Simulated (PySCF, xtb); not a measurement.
bicarbonate (CHO₃), SMILES O=C(O)[O-], charge -1.

GFN2-xTB in xtb at its own geometry gives an orbital gap of 6.41 eV.

The structure is a stationary point at PBE-D3(BJ)/def2-SVPD. The values are those of a single conformer.

What does PBE/def2-TZVPD run with PySCF give? (An estimate is asked for; the answer gives what the named calculation found.)

gap 3.46 eV (levels 0.06 and 3.53 eV).
